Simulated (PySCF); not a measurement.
SbF₂Cl, SMILES [F][Sb]([F])[Cl].

Geometry optimised at B3LYP-D3(BJ)/def2-SVP. The def2 effective core potentials stand for the cores of Sb; spin–orbit coupling is left out.

The numbers are results of PySCF with PBE0/def2-TZVPD, not measurements.

Symmetry labels are those of the subgroup Cs that the program uses (full group Cs).

Computed valence orbital energies around the gap with their symmetry:
```tsv
orbital	symmetry	energy (eV)
HOMO−7	A'	-12.72
HOMO−6	A'	-12.43
HOMO−5	A"	-11.83
HOMO−4	A'	-11.61
HOMO−3	A"	-11.58
HOMO−2	A'	-9.88
HOMO−1	A"	-9.72
HOMO	A'	-9.32
LUMO	A"	-2.12
LUMO+1	A'	-2.04
LUMO+2	A'	-1.19
LUMO+3	A'	0.36
```
